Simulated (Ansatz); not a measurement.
```xyz
2

B     0.0000    0.0000    0.0000
B     0.0000    0.0000    1.6000
```

Basis set: cc-pVDZ (spherical functions). Frozen core: 2 orbitals. Charge 0, multiplicity 1.

Computed with Ansatz (development build ahead of 0.2.0); the reference of a correlated method needn't be the lowest determinant of its kind. Restricted open shells among the atoms or ions are ROHF, correlated in semicanonical orbitals with singles.

Problem. Give the atomization energy at this shape (free ground-state atoms in the same class of orbitals less the molecule, no zero-point energy) of singlet B2 by RHF-CCSDT, RHF-CCSD(T), RHF-CCSD.

Solution.

```tsv
method	atomization energy
RHF-CCSDT	1.80 eV
RHF-CCSD(T)	1.75 eV
RHF-CCSD	1.40 eV
```

Caution: another spin multiplicity may lie lower; large amplitudes, a single reference is doubtful; no unrestricted run beside it, a lower state can exist; the reference determinant was not shown to be the lowest.
